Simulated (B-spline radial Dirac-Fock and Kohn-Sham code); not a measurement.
# K-line shifts caused by a second vacancy in I⁶⁺

System: the I⁶⁺ ion in the configuration 1s2 2s2 2p6 3s2 3p6 3d10 4s2 4p6 4d10 5s1.

Calculated with a radial finite-basis atomic code, using Dirac-Fock energy differences between relaxed states, corrected for Breit and QED terms. Each two-hole energy is an average over J within one jj subconfiguration, not an observable level; in light atoms, where LS coupling holds, the j-resolved values are not observed lines, and for a K spectator the Kα1 hypersatellite is nearly forbidden. Correlation energy is missing from these numbers.

Lines without a spectator: Kα2 (K-L2) 28316.1 eV, Kα1 (K-L3) 28611.0 eV, Kβ3 (K-M2) 32235.8 eV, Kβ1 (K-M3) 32292.5 eV. Shifts in eV with one spectator hole (a dash: not computed, or left out as unreliable):

```
spectator hole    Kα2     Kα1     Kβ3     Kβ1
    L2 (2p1/2)  +69.9   +88.8       –  +185.6
    L3 (2p3/2)  +66.3   +67.1  +161.4       –
    M2 (3p1/2)      –  +10.85  +24.03  +28.99
    M3 (3p3/2)  +7.72       –  +24.13  +23.64
    M4 (3d3/2)  +1.67   -1.18       –       –
    M5 (3d5/2)  -1.78   +0.40       –       –
```

Q: Where does the K-L3 hypersatellite lie, emitted when both K electrons are missing?

A: +643.1 eV from the normal line, at 29254.1 eV. Removing both K electrons costs 67388.3 eV, which is 873.1 eV more than twice the K binding energy.

With n spectator holes in 2p, averaged over the 2p shell (energies in eV):

| n | KαLⁿ | step | hypersatellite KαʰLⁿ |
| --- | --- | --- | --- |
| 0 | 28512.7 | – | 29148.2 |
| 1 | 28585.5 | +72.9 | 29222.6 |
| 2 | 28659.7 | +74.2 | 29298.4 |
| 3 | 28735.3 | +75.5 | 29375.5 |
| 4 | 28812.1 | +76.8 | 29453.9 |
| 5 | 28890.3 | +78.2 | 29533.6 |
